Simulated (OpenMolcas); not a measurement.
Mo2+ in a point-charge field

Mo2+ among 6 point charges of -1.36 e arranged as a trigonal antiprism (D3d), 2.17 Å from the ion, with a polar angle of 65.1° against the regular 54.74°. The active orbitals were held to one l.
```
   0.0000    1.9688    0.9124  -1.36
  -1.7051   -0.9844    0.9124  -1.36
   1.7051   -0.9844    0.9124  -1.36
   0.0000   -1.9688   -0.9124  -1.36
   1.7051    0.9844   -0.9124  -1.36
  -1.7051    0.9844   -0.9124  -1.36
```

| Property | Result |
| --- | --- |
| Program | OpenMolcas |
| Method | CASSCF |
| Basis | ANO-RCC-VDZP [6s5p3d1f] |
| Scalar Hamiltonian | DKH2, point nucleus |
| Active space | 4 electrons in 5 orbitals (4d) |
| State averaging | 2S+1 = 5 even, 5 roots; 2S+1 = 3 even, 45 roots; 2S+1 = 1 even, 50 roots |
| Spin-orbit coupling | state interaction with AMFI integrals over the reference wave functions |

The lowest spin-free states (labels of D3, the rotations of D3d), above the lowest:

```json
{"State": "5E", "Degeneracy": "2", "E (cm-1)": "0.0", "Free-ion L (%)": "D (100)"}
{"State": "3A2", "Degeneracy": "1", "E (cm-1)": "6757", "Free-ion L (%)": "H (39)"}
{"State": "3E", "Degeneracy": "2", "E (cm-1)": "8605", "Free-ion L (%)": "H (38)"}
{"State": "5E", "Degeneracy": "2", "E (cm-1)": "11601", "Free-ion L (%)": "D (100)"}
{"State": "3A1", "Degeneracy": "1", "E (cm-1)": "13945", "Free-ion L (%)": "G (37)"}
{"State": "3E", "Degeneracy": "2", "E (cm-1)": "15071", "Free-ion L (%)": "H (50)"}
{"State": "5A1", "Degeneracy": "1", "E (cm-1)": "15241", "Free-ion L (%)": "D (100)"}
{"State": "1E", "Degeneracy": "2", "E (cm-1)": "15620", "Free-ion L (%)": "G (46)"}
{"State": "1A1", "Degeneracy": "1", "E (cm-1)": "15638", "Free-ion L (%)": "I (59)"}
{"State": "3E", "Degeneracy": "2", "E (cm-1)": "15884", "Free-ion L (%)": "H (77)"}
{"State": "1E", "Degeneracy": "2", "E (cm-1)": "16193", "Free-ion L (%)": "I (49)"}
{"State": "3A2", "Degeneracy": "1", "E (cm-1)": "17145", "Free-ion L (%)": "P (43)"}
{"State": "3E", "Degeneracy": "2", "E (cm-1)": "17155", "Free-ion L (%)": "F (36)"}
{"State": "3A2", "Degeneracy": "1", "E (cm-1)": "18033", "Free-ion L (%)": "F (44)"}
{"State": "3A1", "Degeneracy": "1", "E (cm-1)": "19139", "Free-ion L (%)": "G (66)"}
{"State": "3E", "Degeneracy": "2", "E (cm-1)": "20054", "Free-ion L (%)": "G (38)"}
{"State": "1A1", "Degeneracy": "1", "E (cm-1)": "20722", "Free-ion L (%)": "G (34)"}
{"State": "1A1", "Degeneracy": "1", "E (cm-1)": "22703", "Free-ion L (%)": "I (48)"}
{"State": "1E", "Degeneracy": "2", "E (cm-1)": "23215", "Free-ion L (%)": "I (51)"}
{"State": "3E", "Degeneracy": "2", "E (cm-1)": "23254", "Free-ion L (%)": "P (36)"}
```

The lowest levels with spin-orbit coupling:

```json
{"E (cm-1)": "0.0", "Degeneracy": "1", "Label": "A1", "2S+1": "5", "g": ""}
{"E (cm-1)": "4.3", "Degeneracy": "1", "Label": "A2", "2S+1": "5", "g": ""}
{"E (cm-1)": "315.6", "Degeneracy": "2", "Label": "E", "2S+1": "5", "g": "0.00 0.00 0.91"}
{"E (cm-1)": "614.7", "Degeneracy": "2", "Label": "E", "2S+1": "5", "g": "0.00 0.00 3.00"}
{"E (cm-1)": "880.3", "Degeneracy": "1", "Label": "A1", "2S+1": "5", "g": ""}
{"E (cm-1)": "924.7", "Degeneracy": "1", "Label": "A2", "2S+1": "5", "g": ""}
{"E (cm-1)": "1181", "Degeneracy": "2", "Label": "E", "2S+1": "5", "g": "0.00 0.00 10.80"}
{"E (cm-1)": "7297", "Degeneracy": "1", "Label": "A1", "2S+1": "3", "g": ""}
{"E (cm-1)": "7321", "Degeneracy": "2", "Label": "E", "2S+1": "3", "g": "0.00 0.00 3.11"}
{"E (cm-1)": "9197", "Degeneracy": "2", "Label": "E", "2S+1": "3", "g": "0.00 0.00 3.81"}
{"E (cm-1)": "9268", "Degeneracy": "1", "Label": "A1", "2S+1": "3", "g": ""}
{"E (cm-1)": "9329", "Degeneracy": "1", "Label": "A2", "2S+1": "3", "g": ""}
{"E (cm-1)": "9361", "Degeneracy": "2", "Label": "E", "2S+1": "3", "g": "0.00 0.00 0.43"}
{"E (cm-1)": "11932", "Degeneracy": "2", "Label": "E", "2S+1": "5", "g": "0.00 0.00 6.49"}
{"E (cm-1)": "11938", "Degeneracy": "1", "Label": "A1", "2S+1": "5", "g": ""}
{"E (cm-1)": "12090", "Degeneracy": "1", "Label": "A2", "2S+1": "5", "g": ""}
{"E (cm-1)": "12139", "Degeneracy": "2", "Label": "E", "2S+1": "5", "g": "0.00 0.00 1.57"}
{"E (cm-1)": "12263", "Degeneracy": "2", "Label": "E", "2S+1": "5", "g": "0.00 0.00 4.97"}
{"E (cm-1)": "12412", "Degeneracy": "1", "Label": "A1", "2S+1": "5", "g": ""}
{"E (cm-1)": "12413", "Degeneracy": "1", "Label": "A2", "2S+1": "5", "g": ""}
```

Powder χT (cm3 K/mol): 0.437 at 2 K, 0.751 at 10 K, 0.945 at 50 K, 1.15 at 100 K, 1.48 at 200 K, 1.73 at 300 K. The effective moment at 300 K is 2.828 √(χT) = 3.72 μB.

The lowest level has 2S+1 = 5, for which the spin-only value is χT = S(S+1) / 2 = 3.000 cm3 K/mol (g = 2). The computed 1.730 at 300 K differs by -1.270, through orbital momentum, spin-orbit coupling and any other state in reach.

An orbital doublet at a regular site is open to a Jahn-Teller distortion, which this geometry leaves out. Without dynamic correlation the repulsion within the d shell is too large (B by tens of per cent), so at a given field states of lower spin stand too high. This shell can be high or low spin here, a state of another spin lies low, and with metal d orbitals alone active their balance is uncertain, so the ground spin may be wrong. Point charges give a weaker field than real ligands, and real ions of this kind are as a rule low spin; the high spin found here belongs to the model. This is an electrostatic model: the charges have no orbitals. No measured value stands beside these numbers.

With an even number of electrons the g values are those of a degenerate or nearly degenerate non-Kramers pair.
